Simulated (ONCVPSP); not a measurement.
**bismuth, ONCV: configuration errors across variants**

- Element: bismuth
- Generator: ONCVPSP 4.0.1
- Type: optimised norm-conserving Vanderbilt (ONCV)
- Functional: LDA (Perdew-Zunger)
- Relativity: fully relativistic
- Frozen core: [Kr] 4d10 4f14
- Valence charge: 23
- Reference configuration: 5s2 5p6 5d10 6s2 6p2 (charge +1)
- Partial waves: 5s+6s: rc 1.05 bohr, ncon 3, nbas 7, qcut 9 1/bohr, 2 projectors; 5p+6p: rc 1.60 bohr, ncon 4, nbas 9, qcut 7.4 1/bohr, 3 projectors, debl 2.3 Ha; 5d: rc 1.25 bohr, ncon 4, nbas 9, qcut 7.5 1/bohr, 1 projector
- Local potential: polynomial inside 0.85 bohr (lpopt 4, dvloc0 0 Ha)
- Core correction: polynomial model core, fcfact 0.75

Open shells are filled in proportion to 2j + 1.

All-electron excitation energies from the reference (eV): (1) 5s2 5p6 5d10 6s2 6p3 -8.305; (2) 5s2 5p6 5d10 6s2 6p1 15.745; (3) 5s2 5p6 5d10 6s2 6p0 39.680; (4) 5s2 5p6 5d10 6s0 6p5 11.927.

1 further variants failed, have other tests or too few solved ones, and are left out.

Errors AE − PS in meV (a dash: test not solved or not reliable):

| change | (1) | (2) | (3) | (4) | bound ghosts | GHOST(+) flags above zero |
| --- | --- | --- | --- | --- | --- | --- |
| base | -0.3 | -0.1 | -1.7 | +1.0 | none | s, p3/2 |
| local potential polynomial inside 0.85 bohr (lpopt 4, dvloc0 2.5 Ha) | -0.4 | -0.1 | -1.7 | +1.0 | none | s, p3/2 |
| d: nproj 3 | -0.4 | -0.1 | -1.9 | +1.0 | none | s, p3/2, d5/2 |

Give the same row for: s: rc 1.3.

-0.3, 0.0, -1.1, -1.9; bound ghosts: none; GHOST(+) flags above zero: s, p3/2.
